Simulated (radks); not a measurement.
Isoelectronic series with 13 electrons, all held in the configuration [Ne] 3s2 3p1, which need not be the ground one along the series. Calculated with a radial shooting solver on a logarithmic mesh with Libxc functionals: Dirac Kohn-Sham, PBE, spin-unpolarised, spherical densities, finite nucleus; open shells are shared between the two j in proportion to 2j + 1; Fermi nuclear charge, rms radius of each element as measured or else 0.836 A^(1/3) + 0.57 fm. Total energies (hartree) and orbital eigenvalues (hartree):

[
 {"ion": "Al", "E (hartree)": "-242.68477", "3p3/2": "-0.09946", "3p1/2": "-0.10006"},
 {"ion": "P2+", "E (hartree)": "-340.84130", "3p3/2": "-0.89109", "3p1/2": "-0.89399"},
 {"ion": "Cl4+", "E (hartree)": "-456.66150", "3p3/2": "-2.18494", "3p1/2": "-2.19256"},
 {"ion": "K6+", "E (hartree)": "-590.16037", "3p3/2": "-3.94692", "3p1/2": "-3.96274"},
 {"ion": "Sc8+", "E (hartree)": "-741.39714", "3p3/2": "-6.16644", "3p1/2": "-6.19523"},
 {"ion": "V10+", "E (hartree)": "-910.45321", "3p3/2": "-8.83906", "3p1/2": "-8.88712"},
 {"ion": "Mn12+", "E (hartree)": "-1097.42590", "3p3/2": "-11.96278", "3p1/2": "-12.03813"},
 {"ion": "Co14+", "E (hartree)": "-1302.42674", "3p3/2": "-15.53673", "3p1/2": "-15.64938"},
 {"ion": "Cu16+", "E (hartree)": "-1525.58043", "3p3/2": "-19.56074", "3p1/2": "-19.72287"},
 {"ion": "Ga18+", "E (hartree)": "-1767.02490", "3p3/2": "-24.03504", "3p1/2": "-24.26128"},
 {"ion": "As20+", "E (hartree)": "-2026.91171", "3p3/2": "-28.96014", "3p1/2": "-29.26783"},
 {"ion": "Br22+", "E (hartree)": "-2305.40630", "3p3/2": "-34.33677", "3p1/2": "-34.74625"},
 {"ion": "Rb24+", "E (hartree)": "-2602.68835", "3p3/2": "-40.16586", "3p1/2": "-40.70070"}
]
